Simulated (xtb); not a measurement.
C19H20O4, SMILES c1cc(OCC2CO2)ccc1Cc1ccc(OCC2CO2)cc1. All values are semi-empirical tight-binding results from xtb (GFN2-xTB unless named), good for trends rather than for accurate numbers. The structure is a stationary point at GFN2-xTB. Other conformers were not sampled.

Optimised geometry:

```xyz
43

C      4.7436    -1.0161    -2.1031
O      4.0419    -0.0019    -1.4206
C      3.1460    -0.3649    -0.4534
C      2.8804    -1.6684    -0.0574
C      1.9468    -1.9091     0.9389
C      1.2692    -0.8734     1.5589
C      0.2283    -1.1335     2.6168
C     -1.1391    -0.8224     2.0662
C     -1.8589     0.2803     2.4936
C     -3.1009     0.5858     1.9591
C     -3.6469    -0.2235     0.9723
O     -4.8659    -0.0478     0.3750
C     -5.6494     1.0755     0.7007
C     -5.1467     2.3381     0.0233
C     -5.6448     2.7282    -1.2974
O     -6.0554     3.3844    -0.1319
C     -2.9267    -1.3367     0.5364
C     -1.6928    -1.6265     1.0749
C      1.5416     0.4298     1.1536
C      2.4657     0.6849     0.1650
C      5.6113    -0.3369    -3.1399
C      6.9887     0.0540    -2.8339
O      6.6972    -1.0541    -3.6372
H      5.3760    -1.5938    -1.4148
H      4.0459    -1.7025    -2.6041
H      3.3886    -2.5047    -0.5112
H      1.7541    -2.9304     1.2359
H      0.4236    -0.5068     3.4893
H      0.2728    -2.1798     2.9257
H     -1.4524     0.9212     3.2632
H     -3.6242     1.4547     2.3270
H     -6.6539     0.8458     0.3339
H     -5.7049     1.2249     1.7866
H     -4.1365     2.6392     0.2930
H     -6.3965     2.1171    -1.7826
H     -5.0088     3.3023    -1.9612
H     -3.3630    -1.9592    -0.2285
H     -1.1455    -2.4883     0.7224
H      1.0184     1.2515     1.6201
H      2.6830     1.6925    -0.1521
H      5.0591     0.2468    -3.8721
H      7.4301     0.9020    -3.3440
H      7.3994    -0.1692    -1.8564
```
Charge 0, spin multiplicity 1.

Estimate the properties. (Estimate from the structure and the level; the computed values follow.)


| Item | Value |
|---|---|
| orbital gap | 4.07 eV |
| dipole moment | 1.15 D |
| zero-point energy | 214.6 kcal/mol |
| G − E(el) at 298.15 K (modified RRHO) | 182.5 kcal/mol |
| static polarisability (D4 model) | 220.9 bohr³ |
| solvation energy, GFN2-xTB/ALPB(water) | -5.1 kcal/mol |
| solvation energy, GFN2-xTB/ALPB(dmso) | -20.0 kcal/mol |

Computed IR lines (harmonic; lines under 4 % of the strongest left out, lines within 3 cm⁻¹ merged):
ν (cm⁻¹): 253 (w), 679 (w), 772 (w), 799 (m), 817 (m), 872 (w), 990 (m), 1015 (w), 1062 (m), 1068 (m), 1080 (w), 1114 (w), 1129 (w), 1139 (w), 1190 (s), 1194 (m), 1203 (m), 1211 (m), 1218 (m), 1257 (w), 1260 (vs), 1263 (m), 1274 (m), 1283 (w), 1292 (w), 1339 (m), 1343 (w), 1405 (w), 1475 (m), 1487 (vs), 1491 (m), 1495 (m), 1583 (m), 1610 (m), 1614 (w), 2877 (m), 2901 (w), 2906 (m), 2974 (w), 2982 (w), 2995 (m), 3004 (w), 3038 (m), 3046 (m), 3071 (m), 3084 (m), 3097 (m), 3101 (m), 3107 (m) (against the strongest line: vs over 80 %, s over 45 %, m over 15 %, w over 4 %, vw less)

Computed atomic charges and the Wiberg bond orders between heavy atoms:
charges (e) C1 0.08, O2 -0.28, C3 0.14, C4 -0.07, C5 -0.04, C6 0.01, C7 -0.07, C8 0.01, C9 -0.04, C10 -0.07, C11 0.14, O12 -0.28, C13 0.07, C14 0.10, C15 0.06, O16 -0.32, C17 -0.05, C18 -0.04, C19 -0.04, C20 -0.05, C21 0.11, C22 0.06, O23 -0.32, H24 0.05, H25 0.04, H26 0.03, H27 0.03, H28 0.05, H29 0.05, H30 0.03, H31 0.03, H32 0.07, H33 0.05, H34 0.04, H35 0.05, H36 0.05, H37 0.05, H38 0.04, H39 0.04, H40 0.05, H41 0.05, H42 0.05, H43 0.05. Bond orders C1–O2 0.98, O2–C3 1.04, C3–C4 1.39, C4–C5 1.43, C5–C6 1.43, C6–C7 1.00, C7–C8 1.00, C8–C9 1.42, C9–C10 1.43, C10–C11 1.39, C11–O12 1.04, O12–C13 0.98, C13–C14 0.98, C14–C15 0.99, C14–O16 0.95, C15–O16 0.95, C11–C17 1.35, C8–C18 1.39, C17–C18 1.48, C6–C19 1.39, C3–C20 1.35, C19–C20 1.48, C1–C21 0.99, C21–C22 0.99, C21–O23 0.95, C22–O23 0.95.
